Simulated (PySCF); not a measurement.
## Ge (germanium, neutral) across methods

[Ar] 3d10 4s1 4p3, high-spin 5S determinant (an excited configuration). Calculation: PySCF 2.14, in x2c-QZVPPall with one added diffuse shell each of s, p, d, f type (12s9p6d5f1g, 113 functions); scalar relativity by spin-free X2C-1e.

```json
{"method": "PBE", "E (hartree)": "-2098.297", "mean ε 3d β (eV)": "-30.046", "mean ε 4s α (eV)": "-13.537", "mean ε 4p α (eV)": "-5.351", "Σ⟨r²⟩ (bohr²)": "41.85", "⟨S²⟩": "6.001"}
{"method": "PBE0", "E (hartree)": "-2098.333", "mean ε 3d β (eV)": "-33.837", "mean ε 4s α (eV)": "-15.421", "mean ε 4p α (eV)": "-6.437", "Σ⟨r²⟩ (bohr²)": "41.47", "⟨S²⟩": "6.001"}
{"method": "BHandHLYP", "E (hartree)": "-2098.555", "mean ε 3d β (eV)": "-37.599", "mean ε 4s α (eV)": "-16.999", "mean ε 4p α (eV)": "-7.185", "Σ⟨r²⟩ (bohr²)": "41.47", "⟨S²⟩": "6.001"}
{"method": "LDA", "E (hartree)": "-2095.298", "mean ε 3d β (eV)": "-30.373", "mean ε 4s α (eV)": "-13.660", "mean ε 4p α (eV)": "-5.415", "Σ⟨r²⟩ (bohr²)": "41.81", "⟨S²⟩": "6.001"}
{"method": "MN15", "E (hartree)": "-2100.044", "mean ε 3d β (eV)": "-34.803", "mean ε 4s α (eV)": "-15.794", "mean ε 4p α (eV)": "-6.864", "Σ⟨r²⟩ (bohr²)": "41.21", "⟨S²⟩": "6.002"}
{"method": "M06-2X", "E (hartree)": "-2098.674", "mean ε 3d β (eV)": "-38.112", "mean ε 4s α (eV)": "-16.714", "mean ε 4p α (eV)": "-7.253", "Σ⟨r²⟩ (bohr²)": "41.45", "⟨S²⟩": "6.000"}
{"method": "r2SCAN", "E (hartree)": "-2098.585", "mean ε 3d β (eV)": "-30.585", "mean ε 4s α (eV)": "-14.294", "mean ε 4p α (eV)": "-5.682", "Σ⟨r²⟩ (bohr²)": "41.12", "⟨S²⟩": "6.003"}
```

**Question.** Estimate the same row for UHF.

**Answer.** E (hartree) = -2096.98846; mean ε 3d β (eV) = -44.364; mean ε 4s α (eV) = -20.481; mean ε 4p α (eV) = -9.293; Σ⟨r²⟩ (bohr²) = 41.56; ⟨S²⟩ = 6.003.
